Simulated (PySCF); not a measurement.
Sn(vinyl)3Br, C₆H₉BrSn.
Bonds: Sn1–C2, Sn1–C7, Sn1–C12, Sn1–Br17, C2–C3, C7–C8, C12–C13. Hydrogens: H4 on C2; H5, H6 on C3; H9 on C7; H10, H11 on C8; H14 on C12; H15, H16 on C13.

Computed, not measured: PBE0-D3(BJ)/def2-SVP geometry optimisation, gas phase, def2 core potentials past Kr (PySCF).

(1) List the bond lengths, angles and torsions at this level.

Answers

(1) 
```
                   bond  length (bohr)
Sn1–C2, Sn1–C7, Sn1–C12          4.034
               Sn1–Br17          4.745
  C2–C3, C7–C8, C12–C13          2.522
  C2–H4, C7–H9, C12–H14          2.073
 C3–H5, C8–H10, C13–H15          2.072
                  C3–H6          2.073
                 C8–H11          2.072
                C13–H16          2.072
```

Bonds in one row agree within 0.02 bohr and their mean is given. A selection of angles:
```
      angle  degrees
  C2–Sn1–C7    113.6
C2–Sn1–Br17    105.1
 C7–Sn1–C12    115.0
C7–Sn1–Br17    104.2
  Sn1–C2–C3    122.5
```

Torsions: C7–Sn1–C2–C3 -117° (anticlinal); C2–Sn1–C7–C8 113° (anticlinal); C2–Sn1–C12–C13 -110° (anticlinal). The mirror-image conformer, all signs reversed, is as good.

Sn1 (tin bonded to Br and 3 C) is distorted tetrahedral (angles from 103.7° to 115.0°). All 3 C–C bonds measure 1.335 Å. Of the pairs four or more bonds apart, H15···Br17 is among the closest relative to their van der Waals radii: 2.98 Å, 98 % of the sum of Bondi's values. All 3 C–Sn bonds measure 2.135 Å.

No frequency check. One conformer, not necessarily the lowest (C7–Sn1–C2–C3 -117°, C2–Sn1–C7–C8 113°, C2–Sn1–C12–C13 -110°, Sn1–C2–C3–H 0° and 180°, Sn1–C7–C8–H 1° and -179°).
